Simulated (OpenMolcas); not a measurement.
An OpenMolcas run meant for neutral potassium (ANO-RCC-VTZP, DKH2; inactive shells 1s 2s 2p 3s 3p; intended active space 1 electron in 8 orbitals (4s 4p 5s 5p)). One step of its input:

```
&RASSCF
FileOrb=start.orb
Symmetry=1
Spin=2
nActEl=1 0 0
Inactive=3 6
Ras2=2 6
CIRoot=6 6 1
SDav=6
CIMx=300
Iter=89 100
PrWF=0.3
OrbListing=Nothing
MaxOrb=0
Atom
CIOnly
>>> COPY $Project.JobIph JOB002
```

Lines from the output:

```
...
      Number of secondary orbitals              21
      Spin quantum number                      0.5
      State symmetry                             1
Orbital specifications:
      -----------------------

      Symmetry species                           1   2
                                                ag  au
      Frozen orbitals                            0   0
      Inactive orbitals                          3   6
      Active orbitals                            2   6
      RAS1 orbitals                              0   0
      RAS2 orbitals                              2   6
      RAS3 orbitals                              0   0
      Secondary orbitals                        11  10
      Deleted orbitals                           0   0
      Number of basis functions                 16  22
      Number of CSFs                             2
      Number of root(s) required                 6
 ************ ERROR ***********
  You can't ask for more roots
  than there are configurations
 ******************************
--- Stop Module: rasscf at  /rc=_RC_INPUT_ERROR_ ---
.####################.
.# User input error #.
.####################.
```

Problem. What is wrong with the input?

Solution. The state symmetry names the wrong parity for these configurations.
